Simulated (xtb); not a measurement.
W(CO)6 (C₆O₆W), SMILES [C-](#[O+])->[W](<-[C-]#[O+])(<-[C-]#[O+])(<-[C-]#[O+])(<-[C-]#[O+])<-[C-]#[O+], multiplicity 1. All values are semi-empirical tight-binding results from xtb (GFN2-xTB unless named), good for trends rather than for accurate numbers. Geometry: GFN2-xTB. The spin state was assumed, not searched. The isomer is the one that the SMILES or the coordinates give; other isomers of the formula were not compared.

Optimised geometry:

```xyz
13

W      0.0000     0.0000     0.0000
O      0.0000     3.1471     0.0000
C      0.0000     2.0104     0.0000
O      0.0000     0.0000     3.1471
C      0.0000     0.0000     2.0104
O      3.1471     0.0000     0.0000
C      2.0104     0.0000     0.0000
O     -3.1471     0.0000     0.0000
C     -2.0104     0.0000     0.0000
O      0.0000     0.0000    -3.1471
C      0.0000     0.0000    -2.0104
O      0.0000    -3.1471     0.0000
C      0.0000    -2.0104     0.0000
```

For metal compounds this method's bond lengths and energies can be far off.

Computed properties:
```
Quantity                                       Value
-------------------------------------  -------------
point group as xtb finds it                       Oh
orbital gap                                  2.79 eV
zero-point energy                      29.7 kcal/mol
G − E(el) at 298.15 K (modified RRHO)   3.4 kcal/mol
```

Give the atomic charges and the Wiberg bond orders between heavy atoms. (An estimate is asked for; the answer gives what the named calculation found.)

charges (e) W1 -0.41, O2 -0.12, C3 0.19, O4 -0.12, C5 0.19, O6 -0.12, C7 0.19, O8 -0.12, C9 0.19, O10 -0.12, C11 0.19, O12 -0.12, C13 0.19. Bond orders W1–C3 0.99, O2–C3 2.27, W1–C5 0.99, O4–C5 2.27, W1–C7 0.99, O6–C7 2.27, W1–C9 0.99, O8–C9 2.27, W1–C11 0.99, O10–C11 2.27, W1–C13 0.99, O12–C13 2.27.
